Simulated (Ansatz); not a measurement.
Species: C10H7BS, SMILES `Bc1cc(C#C)cc2ccsc12` (charge 0, multiplicity 1).

**Question.** Give a relaxed geometry from PBE0-D3(BJ)/def2-SVP run with Ansatz (an electronic-structure program).

**Answer.** This is not unique; one that fits is the end point of this relaxation, one of several conformers (outside a Z-matrix the atoms follow the SMILES, hydrogens last).
Cartesian coordinates (Å) in one orientation:
```xyz
19

B      2.487    -1.647     0.064
C      1.166    -0.861     0.046
C     -0.049    -1.517     0.276
C     -1.291    -0.845     0.271
C     -2.501    -1.565     0.512
C     -3.527    -2.179     0.718
C     -1.323     0.532     0.027
C     -0.136     1.238    -0.209
C      0.046     2.637    -0.477
C      1.354     2.959    -0.655
S      2.422     1.601    -0.510
C      1.093     0.532    -0.196
H      2.473    -2.836     0.277
H      3.542    -1.090    -0.132
H     -0.039    -2.592     0.467
H     -4.435    -2.724     0.900
H     -2.281     1.056     0.022
H     -0.771     3.358    -0.531
H      1.771     3.943    -0.870
```
